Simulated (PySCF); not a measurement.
# F²⁺: ionisation energy

F²⁺ [He] 2s2 2p3 (4S) → F³⁺ [He] 2s2 2p2 (3P), as a difference of total energies. All numbers are calculated (PySCF 2.14, no relativity, point nucleus, in dyall-acv3z (15s9p4d2f, 76 functions)). Correlated levels: valence: 1s2 frozen; valence and next inner shell: nothing frozen; virtual orbitals above 40 to 60 times the deepest correlated orbital energy dropped. The calculations carry no spin-orbit coupling.

```
           method  ionisation energy (eV)
              UHF                  62.258
              LDA                  63.188
              PBE                  62.859
             PBE0                  62.936
           r2SCAN                  63.177
            TPSSh                  62.883
          r2SCANh                  63.168
        CAM-B3LYP                  62.945
           revPBE                  62.776
    MP2 (valence)                  62.850
SCS-MP2 (valence)                  62.584
```

Q: Estimate what MP2 (valence and next inner shell) gives.

A: 62.886 eV, closest to TPSSh among the rows shown.

Q: Estimate what SCS-MP2 (valence and next inner shell) gives.

A: 62.607 eV, closest to SCS-MP2 (valence) among the rows shown.

A first-order spin-orbit estimate (lowest level to lowest level, LS coupling) adds -0.054 eV.

Errors of the correlated levels include the incompleteness of this basis and the frozen core.

For comparison: 62.708 eV (semi-empirical (NIST evaluation); NIST Atomic Spectra Database, ionization energies).
